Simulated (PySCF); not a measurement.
Another site gives an ion 67929.21 eV lower (`O[SiH2]Br`) at the level CAM-B3LYP-D3(BJ)/def2-TZVPD (PySCF).

Excitations are Tamm–Dancoff values on a coarser integration grid.

Cartesian coordinates (Å):
SMILES: C=C[SiH2]O
```xyz
10

C      1.5212    -0.5898     0.1947
C      0.8078     0.3200    -0.4553
Si    -0.9927     0.6273    -0.1318
O     -1.6024    -0.4661     0.9387
H      2.5726    -0.7568    -0.0110
H      1.0817    -1.2066     0.9709
H      1.3083     0.9119    -1.2187
H     -1.7277     0.5715    -1.4189
H     -1.1989     1.9519     0.4851
H     -1.7698    -1.3634     0.6462
```
Charge 0, multiplicity 1.

**Question.** What S1 excitation (TDA), HOMO–LUMO gap, S1–T1 gap (TDA), LUMO and dipole moment does PySCF with CAM-B3LYP-D3(BJ)/def2-TZVPD give?

**Answer.** 
The S1 excitation (TDA) is 6.67 eV and the HOMO–LUMO gap is 9.76 eV. The S1–T1 gap (TDA) comes out as 2.36 eV and the LUMO comes out as 0.45 eV. The dipole moment comes out as 1.54 D.
